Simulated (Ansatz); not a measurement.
`[OH][SnH]([F])[Br]` + CH₄ → `[CH3][SnH]([OH])[Br]` + H–F at 600 K and 1 bar (formal exchange of groups at the Sn–F bond).

Computed with Ansatz on PBE0-D4/def2-TZVP structures; ΔE is electronic, products minus reactants. CCSD(T)/CBS adds triple-zeta CCSD(T) − MP2 to the extrapolated MP2 energy (def2 sets, frozen cores). This one scheme is used for every species. Elements past krypton have def2 core potentials. For Br, Sn outer-core shells are correlated without core-valence functions, which leaves a few kJ/mol of doubt a bond. Scalar relativity is left out up to krypton. One conformer a species, not always the lowest.

```tsv
species	CCSD(T)/CBS energy (Eh)	H − E (kJ/mol)	S (J/(mol·K))
`[OH][SnH]([F])[Br]`	-2963.61162	110.7	426.7
CH₄	-40.46206	140.4	215.7
`[CH3][SnH]([OH])[Br]`	-2903.65401	210.8	469.6
H–F	-100.39570	42.3	194.0
```

H − E and S are ideal-gas, rigid-rotor, harmonic terms from PBE0-D4/def2-TZVP, for one conformer and one mirror image of each species. 1 Eh = 2625.50 kJ/mol, R = 8.31446 J/(mol·K).

**Question.** By hand: ΔE, ΔH, ΔS and ΔG.

**Answer.** ΔE = (-2903.65401) + (-100.39570) − (-2963.61162) − (-40.46206) = 0.02397 Eh = 62.9 kJ/mol. Δ(H − E) = 210.8 + 42.3 − 110.7 − 140.4 = 2.0, so ΔH = 64.9 kJ/mol. ΔS = 469.6 + 194.0 − 426.7 − 215.7 = 21.2 J/(mol·K). ΔG = 64.9 − 600 × (21.2)/1000 = 52.2 kJ/mol.

**Question.** By hand: the equilibrium constant, and the temperature at which ΔG would vanish if ΔH and ΔS stayed fixed.

**Answer.** log₁₀ K = −ΔG/(RT ln 10) = -4.5. ΔG = 0 at ΔH/ΔS = 3061 K, far beyond where these terms or the molecules hold.

ΔH outweighs TΔS. A doubt of 5 kJ/mol in ΔE shifts log₁₀ K by 0.4 here. Other conformers and mirror images would add mixing entropy, several J/(mol·K) or more a flexible species. Modes under 60 cm⁻¹, often nearly free rotors, make the harmonic entropy too high. These are equilibria of isolated gas molecules and say nothing of rates. Largest T1 diagnostic: 0.012 (customary marks: 0.02 for closed shells, 0.045 for open ones).
